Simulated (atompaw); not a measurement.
Reading a pseudo-wave (O (Z = 8))

Columns: radius, all-electron u(r) and pseudo u(r) of the 2s shell (level -23.96 eV) of oxygen in the configuration [He] 2s2 2p4; PBE, scalar-relativistic, PAW (atompaw) scheme, atompaw 4.2.0.5.

```json
{"r (bohr)": "0.042", "all-electron": "-0.3005", "pseudo": "0.0763"}
{"r (bohr)": "0.085", "all-electron": "-0.4137", "pseudo": "0.1539"}
{"r (bohr)": "0.127", "all-electron": "-0.4062", "pseudo": "0.2287"}
{"r (bohr)": "0.169", "all-electron": "-0.3288", "pseudo": "0.3021"}
{"r (bohr)": "0.212", "all-electron": "-0.2092", "pseudo": "0.3752"}
{"r (bohr)": "0.254", "all-electron": "-0.0737", "pseudo": "0.4441"}
{"r (bohr)": "0.296", "all-electron": "0.0671", "pseudo": "0.5102"}
{"r (bohr)": "0.338", "all-electron": "0.2047", "pseudo": "0.5730"}
{"r (bohr)": "0.381", "all-electron": "0.3367", "pseudo": "0.6336"}
{"r (bohr)": "0.423", "all-electron": "0.4541", "pseudo": "0.6886"}
{"r (bohr)": "0.465", "all-electron": "0.5586", "pseudo": "0.7392"}
{"r (bohr)": "0.508", "all-electron": "0.6518", "pseudo": "0.7861"}
{"r (bohr)": "0.550", "all-electron": "0.7293", "pseudo": "0.8270"}
{"r (bohr)": "0.592", "all-electron": "0.7939", "pseudo": "0.8626"}
{"r (bohr)": "0.635", "all-electron": "0.8474", "pseudo": "0.8937"}
{"r (bohr)": "0.677", "all-electron": "0.8885", "pseudo": "0.9185"}
{"r (bohr)": "0.719", "all-electron": "0.9194", "pseudo": "0.9380"}
{"r (bohr)": "0.762", "all-electron": "0.9417", "pseudo": "0.9523"}
{"r (bohr)": "0.804", "all-electron": "0.9554", "pseudo": "0.9611"}
{"r (bohr)": "0.846", "all-electron": "0.9620", "pseudo": "0.9648"}
{"r (bohr)": "0.888", "all-electron": "0.9626", "pseudo": "0.9637"}
{"r (bohr)": "0.931", "all-electron": "0.9577", "pseudo": "0.9581"}
{"r (bohr)": "0.973", "all-electron": "0.9485", "pseudo": "0.9486"}
{"r (bohr)": "1.015", "all-electron": "0.9355", "pseudo": "0.9355"}
{"r (bohr)": "1.058", "all-electron": "0.9189", "pseudo": "0.9189"}
{"r (bohr)": "1.100", "all-electron": "0.9002", "pseudo": "0.9002"}
```

(1) How many radial nodes do the two functions have?

(2) Is the pseudo-wave norm-conserving?

## Answers

(1) The all-electron 2s function has n − l − 1 = 1; the pseudo-wave has 0, since the states of the same l below it are removed with the core.

(2) No, it belongs to a PAW set: the norm inside the radius is not constrained, and the difference is carried by the augmentation charge.
